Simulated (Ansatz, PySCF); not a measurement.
Reaction (SMILES): COc1cscn1 [4-methoxy-1,3-thiazole] + 9 [H][H] (H2) -> 4 C (CH4) + N (NH3) + O (H2O) + S (H2S)
Each molecule is optimised on its own at B3LYP-D3(BJ)/def2-TZVP (Ansatz, a first-principles code), one conformer each, not searched for the lowest. Unstable Hartree-Fock reference: COc1cscn1.

Quantity: energy of full hydrogenation (enthalpy at 298 K, with B3LYP-D3(BJ) rigid-rotor harmonic-oscillator terms from PySCF), in kJ/mol. Cores are frozen in the correlated levels unless marked. Spin-orbit coupling is left out. Non-relativistic. Basis-set limits of correlation are two-point, X^-3; Hartree-Fock from the larger set.

| level | program | energy of full hydrogenation (kJ/mol) | minus last row |
|---|---|---|---|
| HF/cc-pV(Q+d)Z | Ansatz | -719.7 | -114.9 |
| revPBE-D4/def2-TZVPD | Ansatz + dftd4 | -498.7 | 106.1 |
| PBE0/def2-SVP | Ansatz | -622.2 | -17.4 |
| PBE0/def2-TZVPD | Ansatz | -630.1 | -25.3 |
| BHLYP-D3(BJ)/def2-TZVPD | Ansatz + dftd3 | -652.6 | -47.8 |
| r2SCANh-D4/def2-TZVPD | Ansatz + dftd4 | -588.1 | 16.7 |
| r2SCAN0-D4/def2-TZVPD | Ansatz + dftd4 | -618.7 | -13.9 |
| HSE06/def2-TZVPD | Ansatz | -628.9 | -24.1 |
| wB97M-V/def2-TZVPD | Ansatz | -605.4 | -0.6 |
| PBE-QIDH/def2-TZVPD | Ansatz | -616.6 | -11.8 |
| MP2/STO-3G | Ansatz | -321.7 | 283.1 |
| MP2/aug-cc-pV(T+d)Z | Ansatz | -578.4 | 26.4 |
| RI-MP2/aug-cc-pV(Q+d)Z | Ansatz | -571.9 | 32.9 |
| SCS-MP2/aug-cc-pV(D+d)Z | Ansatz | -624.0 | -19.2 |
| CCSD(T)/CBS(cc-pV(T+d)Z,cc-pV(Q+d)Z) | Ansatz | -604.8 | 0.0 |
